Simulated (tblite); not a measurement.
C₂H₈N₂O₂Si₂.
Structure used (GFN2-xTB), in Å, numbered top down from 1:
```
atom  x, y, z in Å
C1    -3.1434    0.0487   -0.3238
C2    -1.8590    0.2545    0.4306
O3    -1.7646    0.2833    1.6293
O4    -0.8139    0.4000   -0.3639
Si5    0.6773    0.6031    0.3268
N6     1.8737    0.5240   -0.9255
Si7    2.8079   -0.7330   -0.1811
N8     1.4494   -0.8225    0.9160
H9    -3.9871    0.0773    0.3592
H10   -3.1064   -0.9189   -0.8204
H11   -3.2441    0.8160   -1.0873
H12    0.6817    1.7979    1.1524
H13    2.0975    1.1779   -1.6496
H14    4.0287   -0.2547    0.4586
H15    2.9608   -1.9304   -0.9964
H16    1.3339   -1.3143    1.7818
```

All values are computed: GFN2-xTB (tblite) harmonic vibrations without scaling, gas phase. Against measured fundamentals such values can be off by several per cent, at times by over 20. Modes of hydrogen on silicon can be 10 to 20 % off. One conformer, not necessarily the lowest.

Harmonic wavenumbers (cm⁻¹): 37.9, 54.8, 62.7, 79.3, 129.7, 180.9, 240.5, 260.0, 361.7, 404.9, 445.4, 454.3, 520.0, 554.5, 572.9, 596.4, 627.2, 728.5, 761.2, 772.3, 779.4, 837.5, 888.0, 940.9, 972.0, 1004.1, 1012.7, 1060.1, 1106.5, 1241.2, 1362.2, 1442.8, 1444.8, 1764.6, 2264.3, 2297.2, 2347.4, 3026.1, 3040.1, 3062.6, 3534.3, 3553.2.

A = 4207, B = 783.7, C = 738.6 MHz; mass 148.012 u (most abundant isotopes); point group C1, symmetry number 1.

**Question.** What is the zero-point energy?

**Answer.** Half the sum of the wavenumbers: 23414 cm⁻¹ = 280.09 kJ/mol.

**Question.** Give the ideal-gas entropy at 298.15 K and 1 bar in the rigid-rotor, harmonic-oscillator model (classical rotation).

**Answer.** Translation 171.18, rotation 122.46, vibration 146.83: S = 440.5 J/(mol K).

**Question.** And Cp and H(298.15 K) − H(0)?

**Answer.** Cp = 171.61 J/(mol K), of which vibrations give 138.35 (their classical limit is 42 R = 349.2); H(298.15 K) − H(0) = 31.73 kJ/mol without the zero-point energy, 21.82 from vibrations.

**Question.** Blend soft modes into free rotors: weight 1/[1 + (100 cm⁻¹/ν̃)⁴] for the oscillator and the rest for a rotor with moment μB/(μ + B), μ = h/(8π²ν), B = 10⁻⁴⁴ kg m². What vibrational entropy results?

**Answer.** 129.35 J/(mol K) in place of 146.83, which changes −T·S at 298.15 K by +5.21 kJ/mol.

**Question.** Which modes carry the vibrational entropy at 298.15 K?

**Answer.** 37.9 cm⁻¹: 22.45; 54.8 cm⁻¹: 19.40; 62.7 cm⁻¹: 18.29; 79.3 cm⁻¹: 16.35; 129.7 cm⁻¹: 12.34; 180.9 cm⁻¹: 9.70 J/(mol K); the other 36 give 48.30 together.

Hindered rotation and anharmonicity are outside this model. Other conformers, if any are populated, would add a mixing term that is left out. The structure is chiral; the term R ln 2 for an equal mix with its mirror image is left out.
